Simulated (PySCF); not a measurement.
CH3B2O, B3H4N (calculated)

Calculation on a computer-drawn molecule: the log of a Hartree-Fock and frozen-core CCSD(T) single point meant for a local Hartree-Fock minimum, with one planted fault or none, to be diagnosed. Offsets are logged minus clean, where the clean run is the same molecule without the fault. The reference is restricted for singlets and unrestricted otherwise, and also for a bond in bohr or an excited solution. Adding or removing an electron swaps singlet and doublet. The excited solution moves the top pair (singlet) or top alpha electron (doublet) to the lowest empty orbital. Highest occupied and lowest empty are orbital energies over both spins, largest force is the largest gradient component, triples share is (T) over the correlation energy, the T1 limit is 0.02 restricted and 0.045 unrestricted, electrons count all cores, a negative frequency is imaginary (commonest isotopes), and the dipole is about the centre of nuclear charge. Program: PySCF 2.14.0.

Common to all runs: meant multiplicity 1; logged SCF converged yes; logged CC converged yes; logged SCF stable within its kind yes; possible faults no fault, one electron removed, one electron added, multiplicity raised by two, geometry at a saddle point, SCF held on an excited solution, minimal basis STO-3G, one bond length entered in bohr, all coordinates scaled.

Notes on all entries: T1 above single-reference limit.

(1) CH3B2O

Logged structure:
```xyz
7
CH3B2O
B      0.8864    -0.6081     0.5178
B      1.4518    -0.0922    -0.8523
C      1.9884     0.5974    -2.0836
O      2.3501     0.1953    -3.1843
H      0.6682    -1.7805     0.7433
H      0.6439     0.1728     1.4173
H      2.0978     2.6823    -1.7274
```

* meant charge: -1
* meant basis: aug-cc-pVDZ
* logged electrons: 28
* logged basis functions: 119
* logged spin squared: 1.0795
* logged highest occupied: -2.4534 eV
* logged lowest empty: 3.6334 eV
* logged largest force: 0.043984 hartree/bohr
* logged T1 diagnostic: 0.065871
* logged D1 diagnostic: 0.26879
* logged triples share: 0.053583
* logged dipole magnitude: 1.6211 debye
* logged energy HF: -163.70994 hartree
* logged energy CCSD(T): -164.2801 hartree
* planted fault: one bond length entered in bohr, row 6 of the drawn bonds
* HF energy offset from clean run: 52.71 kcal/mol
* CCSD(T) energy offset from clean run: 51.18 kcal/mol

Drawn bonds:
```tsv
atom	other atom	order
1	2	1
2	3	2
3	4	1
1	5	1
1	6	1
3	7	1
```

(2) B3H4N

Logged structure:
```xyz
8
B3H4N
B     -0.5366    -1.3945    -1.7658
B     -0.0546     1.0641     0.1754
B     -0.0684     2.6735    -0.3509
N     -0.0830     3.8356    -0.7560
H     -1.6398    -1.8317    -1.9611
H      0.3771    -1.9350    -2.3311
H      0.1491     0.8608     1.3434
H     -0.0914     4.7710    -1.0649
```

* meant charge: 0
* meant basis: cc-pVDZ
* logged electrons: 26
* logged basis functions: 76
* logged spin squared: 0.8175
* logged highest occupied: -9.6819 eV
* logged lowest empty: 0.85153 eV
* logged largest force: 0.0096661 hartree/bohr
* logged T1 diagnostic: 0.047066
* logged D1 diagnostic: 0.1872
* logged triples share: 0.038805
* logged dipole magnitude: 0.20363 debye
* logged energy HF: -130.66919 hartree
* logged energy CCSD(T): -131.108 hartree
* planted fault: one bond length entered in bohr, row 1 of the drawn bonds
* HF energy offset from clean run: 80.38 kcal/mol
* CCSD(T) energy offset from clean run: 90.41 kcal/mol

Drawn bonds:
```tsv
atom	other atom	order
1	2	1
2	3	1
3	4	2
1	5	1
1	6	1
2	7	1
4	8	1
```
